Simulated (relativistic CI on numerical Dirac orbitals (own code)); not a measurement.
## What each ingredient does to the levels of S¹³⁺

Base calculation: Dirac-Coulomb-Breit CI, orbitals from a KLI potential per configuration, a model potential for QED, unscaled Slater integrals.

CI space (outside the closed core 1s2): 2s, 2p, 3s, 3p, 3d, 4s, 4p, 4d, 4f, 5s, 5p, 5d, 5f, 5g, 6s, 6p, 6d. Levels of other configurations are missing.

The lowest level and the first level of each name with at least 55 % of one term (blank where a level has no safe partner in the second run):

```tsv
Level	Base (eV)	Shift (eV)
2s 2S_1/2	0.000	0.000
2p 2P°_1/2	27.954	+0.244
2p 2P°_3/2	29.812	+0.244
3s 2S_1/2	399.094	-0.029
3p 2P°_1/2	406.815	-0.057
3p 2P°_3/2	407.360	-0.057
3d 2D_3/2	410.157	-0.145
3d 2D_5/2	410.329	-0.145
4s 2S_1/2	535.390	+0.038
4p 2P°_1/2	538.564	+0.034
4p 2P°_3/2	538.794	+0.034
4d 2D_3/2	539.955	+0.054
4d 2D_5/2	540.027	+0.054
4f 2F°_5/2	540.082	-0.115
4f 2F°_7/2	540.118	-0.115
5s 2S_1/2	597.726	+0.100
5p 2P°_1/2	599.330	+0.101
5p 2P°_3/2	599.447	+0.101
5d 2D_3/2	600.037	+0.116
5d 2D_5/2	600.074	+0.116
5f 2F°_5/2	600.104	+0.049
5f 2F°_7/2	600.123	+0.049
```

At this charge energies of transitions that change n are usually good to better than 1 %, and those within a shell (Δn = 0) to a few per cent.

(1) One thing was changed in a second run, which moved the levels as shown. Which?
A. Breit term removed
B. one mean potential for all configurations
C. configuration mixing switched off
D. QED terms removed
E. P86 correlation estimate

## Answers

(1) E. P86 correlation estimate. A correlation estimate moves all levels of a configuration together before mixing; mixed levels move by a weighted share.
